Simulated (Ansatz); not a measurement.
Consider the redistribution: `O[SiH2]PS` + `O[SiH2][SiH]([SiH3])Cl` → `O[SiH2]P[SiH3]` + `O[SiH2][SiH](S)Cl`.

Calculated with Ansatz (gas phase, PBE0-D4/def2-TZVP geometries, no zero-point term in ΔE). CBS: MP2 limit from def2 TZ/QZ plus the TZ coupled-cluster correction, frozen cores. DFT in def2-TZVPP. B3LYP here is the variant with VWN-RPA as its local correlation; programs differ in this. One conformer a species, not always the lowest.

```tsv
level	ΔE (kcal/mol)	difference from CCSD(T)/CBS
r2SCAN-D4	-19.7	-0.1
B3LYP-D4	-18.4	1.2
ωB97X-V	-19.2	0.4
ωB97M-V	-20.1	-0.5
B2PLYP	-19.3	0.3
PBE	-17.3	2.3
PBE0	-18.3	1.3
B3LYP	-17.8	1.8
MP2/def2-TZVPP	-22.0	-2.4
SCS-MP2/def2-TZVPP	-20.9	-1.3
CCSD/def2-TZVPP	-19.9	-0.3
CCSD(T)/def2-TZVPP	-20.0	-0.4
HF/def2-QZVPP	-19.2	0.4
SCS-MP2/def2-QZVPP	-20.7	-1.1
HF/CBS(def2)	-19.2	0.4
MP2/CBS(def2)	-21.6	-2.0
CCSD(T)/CBS	-19.6	0
```

Largest T1 diagnostic among the species: 0.013.

From PBE to PBE0 (25 % exact exchange), in def2-TZVPP and without D4, ΔE moves by −1.0 kcal/mol.
